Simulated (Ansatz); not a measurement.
One change: `[SiH3][CH]1[AlH][SiH2]1` becomes `C[CH]1[AlH][SiH2]1`.

Ansatz, PBE0-D4/def2-TZVP geometries, multiplicity 1. 

```
                                          property  `[SiH3][CH]1[AlH][SiH2]1`
             HOMO–LUMO gap (B3LYP/def2-TZVPP) / eV                       4.93
                 HOMO energy (PBE/def2-TZVPP) / eV                      -5.28
  size of the dipole moment (B3LYP/def2-TZVPP) / D                       1.08
size of the dipole moment (ωB97M-V/def2-TZVPP) / D                       1.11
               HOMO energy (B3LYP/def2-TZVPP) / eV                      -6.00
               LUMO energy (B3LYP/def2-TZVPP) / eV                      -1.07
```

Problem. Give the same properties after the change, and the shifts. (Best estimate.)

Solution. Computed: 
```json
{"property": "HOMO–LUMO gap (B3LYP/def2-TZVPP) / eV", "`C[CH]1[AlH][SiH2]1`": "3.96", "shift": "-0.97"}
{"property": "HOMO energy (PBE/def2-TZVPP) / eV", "`C[CH]1[AlH][SiH2]1`": "-5.07", "shift": "0.21"}
{"property": "size of the dipole moment (B3LYP/def2-TZVPP) / D", "`C[CH]1[AlH][SiH2]1`": "1.14", "shift": "0.06"}
{"property": "size of the dipole moment (ωB97M-V/def2-TZVPP) / D", "`C[CH]1[AlH][SiH2]1`": "1.19", "shift": "0.08"}
{"property": "HOMO energy (B3LYP/def2-TZVPP) / eV", "`C[CH]1[AlH][SiH2]1`": "-5.85", "shift": "0.15"}
{"property": "LUMO energy (B3LYP/def2-TZVPP) / eV", "`C[CH]1[AlH][SiH2]1`": "-1.90", "shift": "-0.83"}
```

With PBE0 the HOMO rises by 0.17 eV and the LUMO falls by 0.80 eV, so the gap narrows by about 0.97 eV. PBE moves the HOMO by 0.21 eV and ωB97M-V by 0.15 eV. Dipoles are sizes alone; their direction can turn.

B3LYP here is the variant with VWN-RPA as its local correlation; programs differ in this.
